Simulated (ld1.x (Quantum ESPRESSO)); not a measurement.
**Before and after: TM potential for I (Z = 53)**

I, norm-conserving Troullier–Martins (Kleinman–Bylander form), made with ld1.x (Quantum ESPRESSO) 7.5 (PBE, scalar-relativistic). Core [Kr] 4d10, reference 5s2 5p5. Waves: 5s (bound): rc 1.35 bohr; 5p (bound): rc 1.85 bohr. Local part: all-electron potential smoothed inside 1.20 bohr (lloc = -2). Core correction: a·sin(br)/r model core inside 1.00 bohr.

Change: local potential all-electron potential smoothed inside 1.26 bohr (lloc = -2).

Cutoffs: the cutoffs (Ry, on a coarse ladder) from which the occupation-weighted sum of valence levels, in a spherical-Bessel basis at the reference potential, stays within 10 and 1 mRy of its value at 400 Ry; they do not see the model core or the augmentation charge, which bear on the density cutoff. Errors are all-electron minus pseudo energies relative to the spin-unpolarised reference configuration.

What does the change do?

The potential gets neither clearly harder nor softer (70 Ry and 180 Ry → 70 Ry and 180 Ry); both files keep a bound ghost (d, s); of the 7 tests that both files solve, the error grows in 5 and shrinks in 1 by more than 15 % and 0.3 meV (median size 6.7 → 12.2 meV).

| quantity | base | changed |
| --- | --- | --- |
| cutoff, loose | 70 Ry | 70 Ry |
| cutoff, tight | 180 Ry | 180 Ry |
| bound ghosts | s, d | s, d |
| error for 5s2 5p4, meV [ΔE 11.13 eV] | +1.5 | -1.1 |
| error for 5s2 5p3, meV [ΔE 30.98 eV] | +6.7 | -8.3 |
| error for 5s2 5p2, meV [ΔE 60.31 eV] | -8.5 | -53 |
| error for 5s2 5p1, meV [ΔE 99.73 eV] | -119 | -209 |
| error for 5s2 5p5.3, meV [ΔE -1.78 eV] | +0.8 | +0.7 |
| error for 5s1 5p6, meV [ΔE 10.41 eV] | -15 | -18 |
| error for 5s1 5p5, meV [ΔE 22.11 eV] | -0.9 | -12 |
| s: phases at 2.01 bohr within 0.05 rad from the reference energy up to (Ry; the scan ends near 5) | to the end of the scan | to the end of the scan |
| p: phases at 2.01 bohr within 0.05 rad from the reference energy up to (Ry; the scan ends near 5) | 0.4 | 0.8 |

 A true bound ghost makes a file unfit for plane-wave use even where its test errors are small: the radial tests pick states by their node count and pass the ghost by.
